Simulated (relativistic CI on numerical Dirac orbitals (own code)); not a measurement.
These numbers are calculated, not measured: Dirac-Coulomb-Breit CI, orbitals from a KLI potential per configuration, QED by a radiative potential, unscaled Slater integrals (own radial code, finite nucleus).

Configurations in the expansion (outside the closed core 1s2): 2s2.2p4, 2s.2p5, 2p6, 2p5.3s, 2p5.3p, 2s2.2p3.3s, 2p5.3d, 2s2.2p3.3p, 2s2.2p3.3d, 2s.2p4.3s, 2s.2p4.3p, 2s.2p4.3d, 2s2.2p3.4s, 2s2.2p3.4p, 2s2.2p3.4d, 2s2.2p3.4f, 2s2.2p2.3s2, 2s.2p4.4s, 2s.2p4.4p, 2s2.2p2.3s.3p, 2s.2p4.4d, 2s.2p4.4f, 2s2.2p3.5s, 2s2.2p2.3s.3d, 2s2.2p3.5p, 2s2.2p2.3p2, 2s2.2p3.5d, 2s2.2p3.5f, 2s2.2p3.5g, 2s2.2p2.3p.3d, 2s.2p3.3s2, 2s2.2p2.3d2, 2s.2p3.3s.3p, 2s.2p3.3s.3d, 2s.2p3.3p2, 2s.2p4.5s. Levels of other configurations are missing.

At this charge energies of transitions that change n are usually good to better than 1 %, and those within a shell (Δn = 0) to a few per cent.

Outline of the computed level scheme of Tm LXII. Lowest level of each configuration: 2s2.2p4 3P_2 at 0.00 eV; 2s.2p5 3P°_2 at 1382.33 eV; 2p6 1S_0 at 2878.75 eV; 2s2.2p3.3s 3P°_2 at 7483.60 eV; 2s2.2p3.3p 3P_1 at 7593.47 eV; 2s2.2p3.3d 3D°_2 at 7994.23 eV; 2s.2p4.3s 5P_3 at 8792.44 eV.

Some strong electric-dipole decays among the lowest 45 levels: 2s2.2p3.3d 3D°_3 → 2s2.2p4 3P_2 (1.7e+15 s⁻¹); 2s2.2p3.3d 3D°_1 → 2s2.2p4 1S_0 (1.1e+15 s⁻¹); 2s2.2p3.3d 3D°_2 → 2s2.2p4 3P_2 (7.7e+14 s⁻¹); 2s2.2p3.3d 3D°_1 → 2s2.2p4 3P_2 (2.0e+14 s⁻¹); 2s2.2p3.3s 1D°_2 → 2s2.2p4 1D_2 (1.5e+14 s⁻¹); 2s.2p4.3s 3P_2 → 2s.2p5 3P°_2 (1.4e+14 s⁻¹); 2s2.2p3.3s 3S°_1 → 2s2.2p4 3P_1 (1.4e+14 s⁻¹); 2s2.2p3.3s 1P°_1 → 2s2.2p4 3P_2 (1.4e+14 s⁻¹).

LS names give the leading component of a level, which can be under half, so a name can repeat, a term be missing and a line seem to break the LS rules.
